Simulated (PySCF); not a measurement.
A species of formula C6H15NSi has this rotational fingerprint, computed with PBE0/pcSseg-1 in PySCF (dipole) on a GFN2-xTB geometry, gas phase:

| Property | Result |
| --- | --- |
| Rotational constants | A = 2054, B = 1214, C = 959.2 MHz |
| Dipole components | \|μa\| = 1.00 D, \|μb\| = 1.40 D, \|μc\| = 0.50 D |
| Inertial defect | -135.37 u·Å² |
| κ | -0.53 |

**Question.** Which structure is it? (One computed conformer of each.)
A. `[CH2:1]=[CH:2][N:3]([SiH3:4])[C@@H:5]([CH3:6])[CH2:7][CH3:8]` with C1–C2–N3–Si4 -1°, C2–N3–C5–C6 -62°, N3–C5–C7–C8 60°
B. `[CH2:1]=[CH:2][N:3]([CH2:4][SiH3:5])[CH:6]([CH3:7])[CH3:8]` with C1–C2–N3–C4 5°, C2–N3–C4–Si5 80°, C2–N3–C6–C7 69°
C. `[CH2:1]=[N:2][Si@H:3]([CH3:4])[C:5]([CH3:6])([CH3:7])[CH3:8]` with C1–N2–Si3–C4 -125°
D. `[CH2:1]=[CH:2][N:3]([SiH2:4][CH3:5])[CH:6]([CH3:7])[CH3:8]` with C1–C2–N3–Si4 6°, C2–N3–Si4–C5 173°, C2–N3–C6–C7 59°
E. `[H]/[N:8]=[CH:7]\[C:4]([SiH2:3][CH2:2][CH3:1])([CH3:5])[CH3:6]` with C1–C2–Si3–C4 178°, C2–Si3–C4–C5 62°, Si3–C4–C7–N8 101°

**Answer.** B. It is C=CN(C[SiH3])C(C)C, an asymmetric top, point group C1. The candidates at the same level (rigid rotor, commonest isotopes):

| SMILES | A (MHz) | B (MHz) | C (MHz) | μa (D) | μb (D) | μc (D) | Δ (u·Å²) | point group | rotor |
| --- | --- | --- | --- | --- | --- | --- | --- | --- | --- |
| C=N[Si@H](C)C(C)(C)C | 2103 | 1321 | 1040 | 0.63 | 0.37 | 0.66 | -136.85 | C1 | asymmetric top |
| C=CN(C[SiH3])C(C)C | 2054 | 1214 | 959.2 | 1.00 | 1.40 | 0.50 | -135.37 | C1 | asymmetric top |
| [H]/N=C\C(C)(C)[SiH2]CC | 2342 | 1068 | 909.4 | 0.65 | 1.83 | 1.27 | -133.51 | C1 | asymmetric top |
| C=CN([SiH2]C)C(C)C | 1752 | 1457 | 974.0 | 0.49 | 1.97 | 0.01 | -116.51 | C1 | asymmetric top |
| C=CN([SiH3])[C@@H](C)CC | 1868 | 1241 | 1129 | 1.43 | 0.11 | 0.53 | -230.32 | C1 | asymmetric top |

`C=CN([SiH2]C)C(C)C` has B 20 % too high; `C=N[Si@H](C)C(C)(C)C` has B 9 % too high; `[H]/N=C\C(C)(C)[SiH2]CC` has A 14 % too high; `C=CN([SiH3])[C@@H](C)CC` has C 18 % too high. No structure here is proved a minimum.
